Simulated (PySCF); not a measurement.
Species: B₃H₄NO₃.
SMILES: `NB1OBOBO1`

Level of theory: PBE0-D3(BJ)/def2-SVP geometry optimisation, gas phase in PySCF 2.14.0.

Take the most abundant isotopes and a rigid rotor. 

(1) What are A, B and C (cm⁻¹)?

(2) What kind of rotor is it?

(3) Is it planar, by Δ = Ic − Ia − Ib?

(4) Which lines would a microwave search look for?

## Answers

(1) Ia = 88.57, Ib = 190.67, Ic = 279.23 u·Å²; 505379 MHz·u·Å²/I gives 5706, 2651 and 1810 MHz, that is A = 0.19032, B = 0.08841, C = 0.06037 cm⁻¹.

(2) An asymmetric top: κ = (2 × 2651 − 5706 − 1810)/(5706 − 1810) = -0.57.

(3) Planar: Δ = Ic − Ia − Ib = -0.01 u·Å². For a rigid frame Δ = −2 Σ m c², so it vanishes when all atoms lie in the ab plane; here none is more than 0.02 Å from it.

(4) The dipole components are |μa| = 2.60 D, |μb| = 0.01 D, |μc| = 0.04 D. Intensities carry the squares of the components, which stand as 1.00 : 0.00 : 0.00 (a : b : c). Some lines, for components of 0.1 D or more:

```tsv
type	branch	J(Ka,Kc)	MHz	lower level (cm⁻¹)
a	Q	3(2,1) ← 3(2,2)	725	1.356
a	Q	1(1,0) ← 1(1,1)	841	0.251
a	Q	2(1,1) ← 2(1,2)	2522	0.520
a	R	1(0,1) ← 0(0,0)	4460	0.000
a	Q	3(1,2) ← 3(1,3)	5027	0.922
a	R	2(1,2) ← 1(1,1)	8080	0.251
a	R	2(0,2) ← 1(0,1)	8770	0.149
a	R	2(1,1) ← 1(1,0)	9761	0.279
a	R	3(1,3) ← 2(1,2)	12033	0.520
a	R	3(0,3) ← 2(0,2)	12807	0.441
a	R	3(2,2) ← 2(2,1)	13381	0.910
a	R	3(2,1) ← 2(2,0)	13955	0.915
a	R	3(1,2) ← 2(1,1)	14538	0.604
```

No frequency check. These are rigid-rotor constants of the computed structure; measured ground-state constants (B0) also hold zero-point vibration. Quadrupole hyperfine structure (11B, 14N) is left out.

Conformer computed: `[NH2:1][B:2]1[O:3][BH:4][O:5][BH:6][O:7]1`: H–N1–B2–O3 -179°, H–N1–B2–O3 -1°.
